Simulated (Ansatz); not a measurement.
Geometry optimisation, RKS PBE-D4/def2-SVP in Ansatz 0.2.0.

Input file:

```yaml
crystal:
  periodic: [false, false, false]
  atoms:
    - { symbol: B, position_ang: [-0.1913, 1.5326, 0.1147] }
    - { symbol: O, position_ang: [1.019, 0.8523, 0.2373] }
    - { symbol: Al, position_ang: [0.6164, -0.8595, -0.3134] }
    - { symbol: O, position_ang: [0.1389, -2.0867, 0.9196] }
    - { symbol: F, position_ang: [0.8361, -1.3303, -2.0478] }
    - { symbol: H, position_ang: [-0.9808, 1.6684, 1.0196] }
    - { symbol: H, position_ang: [-0.4637, 2.152, -0.8966] }
    - { symbol: H, position_ang: [1.05658, -2.45382, 1.19598] }
basis:
  gaussian: { orbitals: def2-SVP }
hamiltonian:
  xc: pbe
  dispersion: d4
relax:
  f_tol: 0.015
  max_steps: 40
output:
  orbitals: {}
```

Run as:

```bash
$ ansatz run input.yaml --threads 1 --pin off --max-ram 2048MiB --backend cpu --events-out ev --progress --plain --runs-dir out
```

Problem. Where does it end, and by what steps?

Solution. The run converged. The force dipped under the threshold on the way, but the program's further checks kept it going. After 21 steps the energy has fallen by 1.351 eV; H7 moved furthest, 1.36 Å. Parted: B1–Al3.

| step | energy less start (eV) | largest force component (eV/Å) | accepted |
| --- | --- | --- | --- |
| 0 | 0.0000 | 2.915 | yes |
| 1 | -0.4132 | 1.732 | yes |
| 2 | -0.6665 | 1.166 | yes |
| 3 | -0.9330 | 0.436 | yes |
| 4 | -1.0411 | 0.347 | yes |
| 5 | -1.1073 | 0.813 | yes |
| 6 | -1.2232 | 0.353 | yes |
| 7 | -1.2703 | 0.366 | yes |
| 8 | -1.2946 | 0.180 | yes |
| 9 | -1.3082 | 0.385 | yes |
| 10 | -1.3390 | 0.046 | yes |
| 11 | -1.3478 | 0.015 | yes |
| 12 | -1.3426 | 0.325 | no |
| 13 | -1.3464 | 0.254 | no |
| 14 | -1.3488 | 0.099 | yes |
| 15 | -1.3499 | 0.131 | yes |
| 16 | -1.3505 | 0.053 | yes |
| 17 | -1.3502 | 0.186 | no |
| 18 | -1.3508 | 0.003 | yes |
| 19 | -1.3508 | 0.007 | yes |
| 20 | -1.3506 | 0.065 | no |
| 21 | -1.3508 | 0.004 | yes |

```xyz
8
Properties=species:S:1:pos:R:3
B -0.350 1.812 0.065
O 0.045 0.537 -0.104
Al 0.518 -1.081 -0.291
O 1.088 -1.927 1.068
F 0.406 -1.773 -1.805
H -1.516 2.045 0.354
H 0.465 2.714 -0.076
H 1.376 -2.851 1.019
```

Time of the run: 31 s on 1 thread of Intel(R) Xeon(R) 6975P-C (Granite Rapids), with other jobs on the host, peak memory 0.16 GiB.
